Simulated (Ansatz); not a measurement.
C3H11BSi can be A, `BCC[SiH2]C`, or B, `CBC[SiH2]C`.

Computed with Ansatz on PBE0-D4/def2-TZVP structures; ΔE is electronic, products minus reactants. CBS: MP2 limit from def2 TZ/QZ plus the TZ coupled-cluster correction, frozen cores. DFT in def2-TZVPP. B3LYP here is the variant with VWN-RPA as its local correlation; programs differ in this. Each species was taken in one conformer, which may not be the lowest.

A:

Z-matrix (Å, degrees):
```
C
C 1 1.531
B 1 1.552 2 118.5
H 1 1.103 2 111.1 3 -124.0
H 1 1.103 2 111.2 3 123.2
Si 2 1.878 1 114.3 3 178.7
H 2 1.096 1 110.0 3 -58.9
H 2 1.095 1 109.9 3 56.7
H 3 1.199 1 122.1 2 1.1
H 3 1.199 1 119.4 2 -179.1
C 6 1.873 2 111.7 1 60.9
H 6 1.493 2 108.8 1 -59.8
H 6 1.492 2 109.8 1 -177.4
H 11 1.093 6 110.9 2 59.8
H 11 1.092 6 110.8 2 179.7
H 11 1.093 6 111.3 2 -60.5
```

B:

```xyz
16

C    -2.6122   -0.4205    0.0538
B    -1.2416   -1.1603    0.1539
C     0.0270   -0.5132    0.7449
Si    0.9567    0.3383   -0.6645
C     2.5208    1.1450   -0.0300
H    -3.0338   -0.4895   -0.9548
H    -2.5978    0.6272    0.3624
H    -3.3307   -0.9519    0.6934
H    -1.1653   -2.2769   -0.2891
H     0.7435   -1.2277    1.1625
H    -0.1758    0.2829    1.4703
H     1.2966   -0.6581   -1.7182
H     0.0773    1.3679   -1.2865
H     3.1874    0.4026    0.4149
H     3.0574    1.6394   -0.8433
H     2.2904    1.8948    0.7305
```

(1) Which is lower in electronic energy at CCSD(T)/CBS, and by how much? (Estimate.)

(2) Give E(B) − E(A) in kcal/mol with PBE-D4, B3LYP-D4, HF/def2-TZVPP, B3LYP, CCSD/def2-TZVPP, CCSD(T)/def2-TZVPP, r2SCAN-D4. (An estimate is asked.)

Largest T1 diagnostic: 0.010.

Results:

(1) Ansatz gave: B, by 20.5 kcal/mol.

(2) The calculation gave: PBE-D4 -21.7, B3LYP-D4 -20.8, HF/def2-TZVPP -18.7, B3LYP -20.9, CCSD/def2-TZVPP -20.1, CCSD(T)/def2-TZVPP -20.4, r2SCAN-D4 -22.3. None reverses the order clearly.

In def2-TZVPP, CCSD(T) changes the Hartree–Fock value by −1.8 kcal/mol (the triples alone add −0.3 kcal/mol) and MP2 by −2.3 kcal/mol.
